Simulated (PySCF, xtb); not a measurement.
CH₅BeNO, SMILES [O](C)[Be][NH2]. One conformer was computed; it need not be the lowest.

Harmonic wavenumbers (cm⁻¹) from GFN2-xTB (xtb) at its own minimum, in rising order: 14, 127, 132, 239, 263, 427, 548, 564, 1110, 1156, 1156, 1411, 1490, 1490, 1531, 1587, 2893, 2898, 2923, 3527, 3531.

Task: What does PBE-D3(BJ)/def2-SVP run with PySCF give at its own minimum? (The exact figures need the calculation; the answer reports its results.)

Result: 55, 88, 176, 309, 361, 404, 617, 657, 1137, 1154, 1168, 1419, 1421, 1427, 1475, 1597, 2905, 2977, 2986, 3517, 3593. Paired by order, the mean absolute difference is 45 cm⁻¹ and the zero-point energies are 41.5 and 42.1 kcal/mol.
